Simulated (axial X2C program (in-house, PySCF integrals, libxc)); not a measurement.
**Outer orbitals of RuF⁺ at 1.817 Å, HF**

All values were computed with an in-house all-electron X2C program for linear molecules (integrals from PySCF). Spin-free means the one-electron spin-free X2C Hamiltonian; two-component (2c) means X2C with spin–orbit coupling and atomic mean-field two-electron Coulomb and Gaunt terms, so the difference of the two also holds small scalar two-electron terms. Basis: Ru dyall-cv3z [12s12p8d5f3g], F dyall-av3z [7s6p3d2f] (cores contracted in-house); Gaussian nuclei, density fitting, unrestricted open shells. Masses: Ru 101.904 u, F 18.998 u.

The distance is close to the 2c PBE0 minimum; the highest filled and lowest empty levels are listed.

Spin-free orbitals, state M_S = 2, Λ = 2 (beyond evenly filled blocks: σα, π+α, π-α, δ+α, δ+β, δ-α) (Löwdin shares):

```csv
symmetry,occupied,ε (eV),atomic character
σα,yes,-25.44,"50% F p, 46% Ru d, 3% F s"
π+α,yes,-24.60,"58% Ru d, 39% F p"
π-α,yes,-24.60,"58% Ru d, 39% F p"
σβ,yes,-22.49,"83% F p, 11% Ru d"
δ+α,yes,-22.33,100% Ru d
δ-α,yes,-22.33,100% Ru d
π-β,yes,-21.54,"86% F p, 7% Ru d, 3% Ru f"
π+β,yes,-21.47,"86% F p, 8% Ru d, 3% Ru f"
π+α,yes,-20.95,"53% F p, 40% Ru d, 3% Ru f"
π-α,yes,-20.95,"53% F p, 40% Ru d, 3% Ru f"
σα,yes,-19.51,"46% Ru d, 41% F p, 8% Ru s"
δ+β,yes,-19.03,100% Ru d
σα,no,-6.94,"63% Ru s, 26% Ru p, 6% F p"
σβ,no,-6.29,"70% Ru s, 10% Ru p, 8% Ru d"
π+β,no,-4.83,"74% Ru d, 19% Ru p, 4% F p"
σβ,no,-4.57,"56% Ru d, 34% Ru p, 6% F p"
```

Spinors with spin–orbit coupling (state Ω = 4):

| ω | occupied | ε (eV) | atomic character | λ mixture |
| --- | --- | --- | --- | --- |
| 1/2 | yes | -25.42 | 50% F p, 46% Ru d, 3% F s | 100% σ |
| -1/2 | yes | -24.63 | 59% Ru d, 39% F p | 100% π |
| 3/2 | yes | -24.53 | 57% Ru d, 40% F p | 100% π |
| -1/2 | yes | -22.49 | 83% F p, 12% Ru d | 100% σ |
| -3/2 | yes | -22.47 | 99% Ru d | 98% δ, 2% π |
| 5/2 | yes | -22.13 | 100% Ru d | 100% δ |
| -3/2 | yes | -21.50 | 86% F p, 8% Ru d, 3% Ru f | 99% π, 1% δ |
| 1/2 | yes | -21.49 | 86% F p, 8% Ru d, 3% Ru f | 100% π |
| -1/2 | yes | -20.98 | 53% F p, 40% Ru d, 3% Ru f | 100% π |
| 3/2 | yes | -20.89 | 52% F p, 41% Ru d, 3% Ru f | 100% π |
| 1/2 | yes | -19.51 | 45% Ru d, 41% F p, 8% Ru s | 99% σ, 1% π |
| 3/2 | yes | -19.17 | 100% Ru d | 100% δ |
| 1/2 | no | -6.93 | 63% Ru s, 25% Ru p, 6% F p | 100% σ |
| -1/2 | no | -6.29 | 70% Ru s, 10% Ru p, 8% Ru d | 100% σ |
| 1/2 | no | -4.86 | 74% Ru d, 19% Ru p, 4% F p | 98% π, 2% σ |
| -1/2 | no | -4.57 | 56% Ru d, 34% Ru p, 6% F p | 100% σ |

How does the gap between the highest filled and lowest empty level change from the spin-free to the 2c table?

From 12.09 to 12.24 eV at HF, a change of 0.15 eV.

Mulliken charges and populations of the two-component result (they depend on the basis, above all on diffuse functions):

Ru 1.53 e (s 8.14 p 18.09 d 16.18 f 0.05 g 0.01), F -0.53 e (s 3.96 p 5.55 d 0.02). ⟨Lz⟩ = 2.01 ħ and ⟨Sz⟩ = 1.99 ħ (1.90 and 0.08 on the two atoms), which add up to Ω.

The state is a single determinant with fixed occupations, the lowest that a limited PBE0 search found. With several unpaired electrons one determinant need not be a pure state. Open-shell Ω = 0 determinants with evenly filled partner blocks cannot be reached by this program, so the Ω shown need not be the lowest component.
